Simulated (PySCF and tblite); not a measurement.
The numbers below are computed, except where a source is named.
System: C4H4F3NO, numbered as in [O:1]=[CH:2][NH:3]/[CH:4]=[CH:5]\[C:6]([F:7])([F:8])[F:9].

Motion: rotation about the C4–N3 bond (torsion C5–C4–N3–C2 from 180° to 318°, rising). GFN2-xTB gives an electronic barrier of 11.7 kcal/mol and a reaction energy of 8.3 kcal/mol.

**Question.** What does PBE0/pcSseg-1 + D3(BJ) give on GFN2-xTB geometries?

**Answer.** A barrier of 12.0 kcal/mol, 0.3 above the tight-binding barrier (from unrounded values), a reaction energy of 8.9 kcal/mol and, with GFN2-xTB thermal terms, ΔG‡(298 K) = 11.2 kcal/mol and k = 7.6×10⁴ s⁻¹ (2 equivalent paths).

Programs: tblite and PySCF.
